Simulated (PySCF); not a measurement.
**`C1=C(C2=COC=C2)C=CC=C1`, C10H8O**

Geometry (Å), atoms numbered from 1 in this order:
```xyz
19

C    -3.0366   -0.1717    0.2145
C    -2.3691    0.9324    0.7444
C    -0.9829    1.0198    0.6641
C    -0.2318    0.0105    0.0419
C     1.2286    0.1043   -0.0596
C     2.1677   -0.9749   -0.2109
C     3.4007   -0.4027   -0.2615
O     3.3018    0.9382   -0.1608
C     1.9957    1.2402   -0.0402
C    -0.9162   -1.0944   -0.4851
C    -2.3027   -1.1858   -0.3984
H    -4.1246   -0.2425    0.2825
H    -2.9333    1.7291    1.2353
H    -0.4693    1.8755    1.1088
H     1.9463   -2.0389   -0.2501
H     4.4059   -0.8051   -0.3563
H     1.7504    2.2969    0.0251
H    -0.3538   -1.8859   -0.9855
H    -2.8146   -2.0549   -0.8188
```

Method used: quadratic response CAM-B3LYP/aug-cc-pVDZ first hyperpolarisability, Taylor convention, gas phase (PySCF 2.14.0). Geometry: PBE0-D3(BJ)/def2-SVP.

(1) Give the tensor of the second harmonic β(−2ω;ω,ω) at 1907 nm in the axes of these coordinates.

## Answers

(1) In au, Taylor convention; rows are the first index (the induced dipole):
```csv
,xx,yy,zz,xy,xz,yz
x,+331.6,+37.4,+20.2,+94.3,-10.5,-18.0
y,+96.4,-11.1,+29.3,+38.2,-17.7,-11.6
z,-10.4,-11.5,+2.1,-17.4,+20.1,+29.4
```
Norm of βᵢ = ⅓ Σⱼ (βᵢⱼⱼ + βⱼᵢⱼ + βⱼⱼᵢ): 406.3 au, hyper-Rayleigh value 163.3 au.
